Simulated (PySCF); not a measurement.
# Polarisability and C₆ of Mn (manganese, neutral)

[Ar] 3d5 4s2, high-spin 6S determinant. All numbers are calculated (PySCF 2.14, scalar relativity by spin-free X2C-1e, in aug-cc-pwCVTZ-DK with one added diffuse shell each of s, p, d, f, g type (11s10p8d5f4g, 152 functions)). Coupled (time-dependent) response in atomic units; α is the mean over directions.

| method | mean α (bohr³) | C₆ (like pair) | S(−4) |
| --- | --- | --- | --- |
| PBE0 | 77.01 | 740.4 | 3734 |

S(−4) is the Cauchy moment in α(ω) = α(0) + S(−4) ω² + …

Reference α: 68 ± 9 bohr³ (recommended; Schwerdtfeger and Nagle, table of static dipole polarizabilities (2023 update)). Published C₆: 552.0 (Chu and Dalgarno (2004); Tang, Norbeck and Certain (1976)).

α(iu) at PBE0:

```
u (hartree)  α(iu) (bohr³)
          0          77.01
     0.0500          69.07
      0.100          54.21
      0.200          31.29
      0.300          19.52
      0.500          9.904
      0.750          5.717
       1.00          3.902
       1.50          2.292
       2.00          1.563
       3.00         0.8874
       5.00         0.4090
```
